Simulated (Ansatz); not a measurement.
`O[B](O)[SbH2]` + `C[SiH2][TeH]` → `C[SiH2][Te]B(O)O` + `[SbH3]`  (cleavage of the B–Sb bond)

Gas-phase electronic energies from Ansatz, PBE0-D4/def2-TZVP geometries. CCSD(T)/CBS is the MP2 limit (def2-TZVPP, def2-QZVPP) plus CCSD(T) − MP2 in def2-TZVPP, frozen cores. DFT in def2-TZVPP. def2 core potentials past Kr. For Sb, Te outer-core shells are correlated without core-valence functions, which leaves a few kJ/mol of doubt a bond. One conformer a species, not always the lowest.

Problem. Is it downhill or uphill in electronic energy at CCSD(T)/CBS, and by how much? (Estimate.)

Solution. The calculation gave: Downhill: ΔE = -51.1 kJ/mol.

Problem. What do these levels give: r2SCAN-D4, MP2/def2-TZVPP, MP2/def2-QZVPP, HF/CBS(def2), MP2/CBS(def2), CCSD/CBS(def2)? (Best estimate.)

Solution. Ansatz gave: r2SCAN-D4 -55.2, MP2/def2-TZVPP -57.6, MP2/def2-QZVPP -56.1, HF/CBS(def2) -50.4, MP2/CBS(def2) -55.4, CCSD/CBS(def2) -49.8 kJ/mol.

Largest T1 diagnostic among the species: 0.014.

The D4 term adds −4.8 kJ/mol with B3LYP and −2.6 kJ/mol with PBE0; it sums over pairs of atoms, weighted by their polarisabilities, and B3LYP, whose exchange is more repulsive, gets the larger term.

B3LYP here is the variant with VWN-RPA as its local correlation; programs differ in this.
